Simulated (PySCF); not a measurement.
InHClBr, SMILES [Cl][InH][Br].

The structure is a stationary point at PBE0-D3(BJ)/def2-SVP. The def2 effective core potentials stand for the cores of In; spin–orbit coupling is left out.

All values below come from PySCF with CAM-B3LYP/def2-TZVPD.

Symmetry labels are those of the subgroup Cs that the program uses (full group Cs).

Computed valence orbital energies around the gap with their symmetry:
```tsv
orbital	symmetry	energy (eV)
HOMO−7	A'	-22.59
HOMO−6	A'	-14.27
HOMO−5	A'	-11.48
HOMO−4	A'	-11.19
HOMO−3	A"	-10.69
HOMO−2	A'	-10.19
HOMO−1	A"	-10.01
HOMO	A'	-9.80
LUMO	A"	-1.28
LUMO+1	A'	-1.18
LUMO+2	A'	0.43
LUMO+3	A'	0.50
```
